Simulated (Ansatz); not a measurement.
Consider the hydrogen abstraction from the Si–H bond: `O[SiH](F)[SiH3]` + F• → `O[SiH](F)[SiH2]`• + H–F.

Isolated molecules relaxed with PBE0-D4/def2-TZVP in Ansatz; ΔE leaves out vibrations. CBS: MP2 limit from def2 TZ/QZ plus the TZ coupled-cluster correction, frozen cores. This one scheme is used for every species, atoms too. Functionals use def2-TZVPP. B3LYP here is the variant with VWN-RPA as its local correlation; programs differ in this. Open shells (•) are unrestricted, without spin–orbit coupling. Spin–orbit coupling would lower the free atoms: a little for F. One conformer a species, not always the lowest.

Q: Is it downhill or uphill in electronic energy at CCSD(T)/CBS, and by how much? (Estimate.)

A: The calculation gave: Downhill: ΔE = -2.11 eV.

Q: What do these levels give: B97M-V, B3LYP-D4, BHLYP-D4, ωB97X-V, BLYP, r2SCANh, CAM-B3LYP, MP2/def2-SVP, CCSD/def2-SVP, SCS-MP2/def2-TZVPP, SCS-MP2/def2-QZVPP, HF/CBS(def2)? (An estimate is asked.)

A: Ansatz gave: B97M-V -1.98, B3LYP-D4 -2.01, BHLYP-D4 -1.67, ωB97X-V -1.90, BLYP -2.17, r2SCANh -2.06, CAM-B3LYP -2.01, MP2/def2-SVP -1.97, CCSD/def2-SVP -1.69, SCS-MP2/def2-TZVPP -2.02, SCS-MP2/def2-QZVPP -2.09, HF/CBS(def2) -0.99 eV.

Largest T1 diagnostic among the species: 0.014.

Leaving LDA and LC-ωPBE aside and taking each functional with its dispersion term where it has one, the values, not all of them listed here, spread over 0.65 eV, from PBE-D4 to BHLYP-D4. LDA lies −0.46 eV from PBE without D4. From r2SCAN to r2SCAN0 (25 % exact exchange), in def2-TZVPP and without D4, ΔE moves by +0.19 eV.
